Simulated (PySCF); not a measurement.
Job file and geometry (Å, from GFN2-xTB) of an NMR shielding run on SMILES C1CCN(CC=C)N1[SiH3], C$_{6}$H$_{14}$N$_{2}$Si, GIAO PBE0/pcSseg-1 NMR shielding, non-relativistic, gas phase in PySCF 2.14.0, density-fitted response routines; density fitting, a coarse starting grid and PySCF grid level 2 are the driver's defaults:

```
$ OMP_NUM_THREADS=1 python probes_run.py task.json out

{"job": {"kind": "nmr", "xc": "PBE0", "basis": "pcSseg-1"}, "charge": 0, "multiplicity": 1}
C      3.493793     0.094574    -0.046289
C      2.380800     0.697759     0.326974
C      1.147409    -0.013290     0.783317
N     -0.023774     0.542366     0.105386
C     -0.105308     0.170863    -1.299580
C     -0.881742    -1.163895    -1.345205
C     -1.530861    -1.231201     0.050089
N     -1.224362     0.047235     0.673263
Si    -2.380939     1.244513     1.113961
H      3.586329    -0.980127    -0.042198
H      4.364857     0.644135    -0.359901
H      2.298592     1.775770     0.313009
H      1.255906    -1.097960     0.635007
H      0.994265     0.174801     1.851140
H      0.890926     0.104204    -1.735630
H     -0.667528     0.954366    -1.815105
H     -1.627631    -1.158183    -2.137428
H     -0.210389    -2.005582    -1.510641
H     -1.096494    -2.044622     0.645142
H     -2.608199    -1.380375     0.006577
H     -1.607939     2.214922     1.879433
H     -3.081264     1.919286     0.008449
H     -3.371200     0.517425     1.910309
```

Q: What does the program print?

A: 
```
coarse grid: 18944 points
cycle   1  E = -635.3127047432  dE =  1.068e+00  |g| = 4.005e-01  |ddm| = 4.294e+00
cycle   2  E = -635.3182069348  dE = -5.502e-03  |g| = 3.857e-01  |ddm| = 7.555e-01
cycle   3  E = -635.3539442058  dE = -3.574e-02  |g| = 7.834e-02  |ddm| = 3.975e-01
cycle   4  E = -635.3549741904  dE = -1.030e-03  |g| = 2.961e-02  |ddm| = 8.674e-02
cycle   5  E = -635.3551511538  dE = -1.770e-04  |g| = 8.509e-03  |ddm| = 3.383e-02
cycle   6  E = -635.3551662134  dE = -1.506e-05  |g| = 2.065e-03  |ddm| = 9.484e-03
cycle   7  E = -635.3551671870  dE = -9.736e-07  |g| = 5.662e-04  |ddm| = 2.009e-03
final grid: 176368 points
cycle   8  E = -635.4066625861  dE = -5.100e-05  |g| = 8.756e-03  |ddm| = 3.722e-02
cycle   9  E = -635.4066556807  dE =  6.905e-06  |g| = 1.034e-02  |ddm| = 1.813e-02
cycle  10  E = -635.4066823300  dE = -2.665e-05  |g| = 1.037e-03  |ddm| = 1.030e-02
cycle  11  E = -635.4066825430  dE = -2.130e-07  |g| = 3.170e-04  |ddm| = 1.219e-03
cycle  12  E = -635.4066825635  dE = -2.056e-08  |g| = 7.815e-05  |ddm| = 3.676e-04
cycle  13  E = -635.4066825648  dE = -1.226e-09  |g| = 2.472e-05  |ddm| = 1.055e-04
cycle  14  E = -635.4066825649  dE = -1.448e-10  |g| = 3.741e-06  |ddm| = 2.251e-05
converged SCF energy = -635.4066825649

GIAO shielding tensors (ppm)
atom      isotropic    diamagn.    paramagn.     s11        s22        s33       span
  0 C       64.512     253.601    -189.089    -49.651     81.717    161.471    211.122
  1 C       38.201     255.721    -217.520    -82.970     44.405    153.168    236.138
  2 C      123.427     247.455    -124.028     92.842    125.634    151.805     58.963
  3 N      145.864     321.907    -176.043     83.858    128.820    224.913    141.055
  4 C      135.452     247.949    -112.497    100.801    132.995    172.562     71.761
  5 C      157.320     252.274     -94.953    113.904    175.430    182.627     68.723
  6 C      140.200     245.422    -105.223    101.343    145.507    173.749     72.405
  7 N      171.197     325.227    -154.030     85.993    153.492    274.105    188.112
  8 Si     403.683     881.744    -478.062    355.936    377.201    477.910    121.974
  9 H       26.308      31.490      -5.182     22.684     25.585     30.654      7.970
 10 H       26.413      27.689      -1.275     23.266     25.403     30.572      7.306
 11 H       25.334      31.861      -6.527     21.968     25.047     28.987      7.019
 12 H       28.545      33.731      -5.186     23.959     27.370     34.306     10.347
 13 H       28.200      31.904      -3.704     23.551     28.335     32.713      9.162
 14 H       28.622      32.765      -4.142     23.502     28.701     33.664     10.161
 15 H       28.918      32.426      -3.509     23.259     27.336     36.158     12.899
 16 H       29.749      30.863      -1.115     24.885     27.281     37.080     12.195
 17 H       29.643      31.770      -2.126     25.315     26.987     36.627     11.311
 18 H       28.247      30.648      -2.401     23.409     25.940     35.391     11.982
 19 H       28.765      30.588      -1.823     23.462     27.812     35.021     11.559
 20 H       26.866      30.727      -3.861     22.691     25.748     32.159      9.468
 21 H       27.026      30.241      -3.215     22.739     25.363     32.975     10.236
 22 H       27.137      29.889      -2.752     23.340     25.263     32.809      9.470
```

Q: Turn these shieldings into chemical shifts. δ = σ(ref) − σ, references computed at the same level: TMS for ¹³C (σ = 186.93 ppm), ²⁹Si (σ = 349.16 ppm), ¹H (σ = 31.72 ppm); ¹⁵N (σ = 267.73 ppm) against NH3.

A: Averaging equivalent atoms: C 1: 148.7; C 0: 122.4; C 2: 63.5; C 4: 51.5; C 6: 46.7; C 5: 29.6; N 3: 121.9; N 7: 96.5; Si 8: -54.5; H 11: 6.38; H 9: 5.41; H 10: 5.30; H 20/21/22: 4.71; H 12/13: 3.34; H 18/19: 3.21; H 14/15: 2.95; H 16/17: 2.02 ppm. Experimental scales use liquid or dissolved standards, which lie at an offset from isolated NH3 (liquid NH3: subtract about 20 ppm).

Size and cost of the density-fitted run: 230 basis functions, about 110 core-seconds.
